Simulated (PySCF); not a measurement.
Isomers of C7H10FOP, mass 160.045 u with the commonest isotopes. Computed with PBE0/pcSseg-1 in PySCF (dipole) on a GFN2-xTB geometry, gas phase. One conformer each, none proved a minimum here; rigid rotors.

Question: Order these by out-of-plane moment Σ m c² = (Ia + Ib − Ic)/2, smallest first.
A. `[CH2:1]=[CH:2][P@@:3]1(=[O:4])[CH2:5][CH2:6][C:7]([CH3:8])=[C:9]1[F:10]` with C1–C2–P3–O4 2°, C2–P3–C5–C6 87°, P3–C5–C6–C7 23°, C5–C6–C7–C8 165°, C2–P3–C9–C7 -98°
B. `CC(C)(C)c1oc(F)cp1`
C. `[CH2:1]=[CH:2][P@:3]1(=[O:4])[CH2:5][C:6]([CH3:7])=[C:8]([F:9])[CH2:10]1` with C1–C2–P3–O4 0°, C2–P3–C5–C6 -83°, P3–C5–C6–C7 162°, C6–C8–C10–P3 17°, C2–P3–C10–C8 84°
D. `[CH3:1][C:2]1=[C:3]([F:4])[P@@:5]1(=[O:6])[CH:7]1[CH2:8][CH2:9][CH2:10]1` with C3–P5–C7–C8 -82°, C2–C3–P5–O6 107°, P5–C7–C8–C9 104°, C7–C8–C9–C10 12°, C8–C9–C10–C7 -12°

Answer: B (55.16 u·Å²), A (99.21 u·Å²), C (116.93 u·Å²), D (126.41 u·Å²).

Question: Order these by dipole moment, largest first.
A. `[CH2:1]=[CH:2][P@@:3]1(=[O:4])[CH2:5][CH2:6][C:7]([CH3:8])=[C:9]1[F:10]` with C1–C2–P3–O4 2°, C2–P3–C5–C6 87°, P3–C5–C6–C7 23°, C5–C6–C7–C8 165°, C2–P3–C9–C7 -98°
B. `[CH2:1]=[CH:2][P@:3]1(=[O:4])[CH2:5][C:6]([CH3:7])=[C:8]([F:9])[CH2:10]1` with C1–C2–P3–O4 0°, C2–P3–C5–C6 -83°, P3–C5–C6–C7 162°, C6–C8–C10–P3 17°, C2–P3–C10–C8 84°
C. `[CH3:1][C:2]1=[C:3]([F:4])[P@@:5]1(=[O:6])[CH:7]1[CH2:8][CH2:9][CH2:10]1` with C3–P5–C7–C8 -82°, C2–C3–P5–O6 107°, P5–C7–C8–C9 104°, C7–C8–C9–C10 12°, C8–C9–C10–C7 -12°
D. `CC(C)(C)c1oc(F)cp1`

Answer: A (4.97 D), C (4.23 D), B (3.04 D), D (1.25 D).

Question: Order these by rotational constant A, largest first.
A. `CC(C)(C)c1oc(F)cp1`
B. `[CH3:1][C:2]1=[C:3]([F:4])[P@@:5]1(=[O:6])[CH:7]1[CH2:8][CH2:9][CH2:10]1` with C3–P5–C7–C8 -82°, C2–C3–P5–O6 107°, P5–C7–C8–C9 104°, C7–C8–C9–C10 12°, C8–C9–C10–C7 -12°
C. `[CH2:1]=[CH:2][P@@:3]1(=[O:4])[CH2:5][CH2:6][C:7]([CH3:8])=[C:9]1[F:10]` with C1–C2–P3–O4 2°, C2–P3–C5–C6 87°, P3–C5–C6–C7 23°, C5–C6–C7–C8 165°, C2–P3–C9–C7 -98°

Answer: A (1903 MHz), C (1819 MHz), B (1550 MHz).

```json
{"SMILES": "CC1=C(F)[P@@]1(=O)C1CCC1", "point group": "C1", "Ia (u·Å²)": "326.13", "Ib (u·Å²)": "565.54", "Ic (u·Å²)": "638.86", "κ": "-0.73", "μa (D)": "0.74", "μb (D)": "2.49", "μc (D)": "3.34"}
{"SMILES": "CC(C)(C)c1oc(F)cp1", "point group": "Cs", "Ia (u·Å²)": "265.61", "Ib (u·Å²)": "584.20", "Ic (u·Å²)": "739.49", "κ": "-0.70", "μa (D)": "1.24", "μb (D)": "0.18", "μc (D)": "0.00"}
{"SMILES": "C=C[P@]1(=O)CC(C)=C(F)C1", "point group": "C1", "Ia (u·Å²)": "262.15", "Ib (u·Å²)": "658.25", "Ic (u·Å²)": "686.55", "κ": "-0.95", "μa (D)": "1.42", "μb (D)": "1.14", "μc (D)": "2.43"}
{"SMILES": "C=C[P@@]1(=O)CCC(C)=C1F", "point group": "C1", "Ia (u·Å²)": "277.91", "Ib (u·Å²)": "577.48", "Ic (u·Å²)": "656.97", "κ": "-0.80", "μa (D)": "2.25", "μb (D)": "2.59", "μc (D)": "3.59"}
```
